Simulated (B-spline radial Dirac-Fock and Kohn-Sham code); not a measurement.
**C 1s: cross section and angular parameters**

System: atomic carbon, 1s2 2s2 2p2; threshold 284.2 eV (tabulated edge). Calculated with a radial atomic solver, using Dirac-Hartree-Slater photoionisation with a Latter tail; cross sections with all multipoles, angular parameters from the dipole term and its interference with E2.

Input of the calculation (task.json; shells as n, l, electrons):

```json
{"items": [{
  "Z": 6,
  "q": 0,
  "cfg": [[1, 0, 2], [2, 0, 2], [2, 1, 2]],
  "A": 12,
  "rrms": 2.4702,
  "do": "xps",
  "hv": [57.6, 60, 63.0, 81.9, 93.6, 177.0, 180.0, 207.0, 211.0, 231.0, 400, 478.0, 554.0, 718.0, 783.0, 1000, 1253.6, 1270.0, 1770.0, 1810.0, 2060.0, 2260.0, 3060.0, 3550.0, 4000, 5180.0, 5414.7, 6000, 7380.0, 8047.8],
  "edges": {"K": 284.2}
}]}
```

Launch: `python xray2_run.py task.json out`

For linearly polarised light dσ/dΩ = σ/(4π) [1 + β P₂(cos θ) + (δ + γ cos²θ) sin θ cos φ], with θ from the polarisation vector and φ the angle between the beam and the projection of the electron momentum on the plane normal to the polarisation.

```csv
hν (eV),σ (kb),β,γ
400,444,2.000,0.137
478,290,2.000,0.214
554,200,2.000,0.276
718,102,2.000,0.388
783,80.5,2.000,0.427
1000,41.3,2.000,0.540
1253.6,21.9,2.000,0.651
1270,21.1,2.000,0.657
1770,8.13,2.000,0.837
1810,7.62,2.000,0.850
2060,5.21,2.000,0.926
2260,?,?,?
3060,1.60,2.000,1.185
3550,1.02,2.000,1.294
4000,0.705,2.000,1.387
5180,0.316,2.000,1.608
5414.7,0.275,2.000,1.648
6000,0.200,2.000,1.745
7380,0.104,2.000,1.955
8047.8,0.0788,2.000,2.049
```

Problem. Give the values at 2260 eV.

Solution. σ = 3.96 kb, β = 2.000, γ = 0.983. For an s subshell δ is negligible.
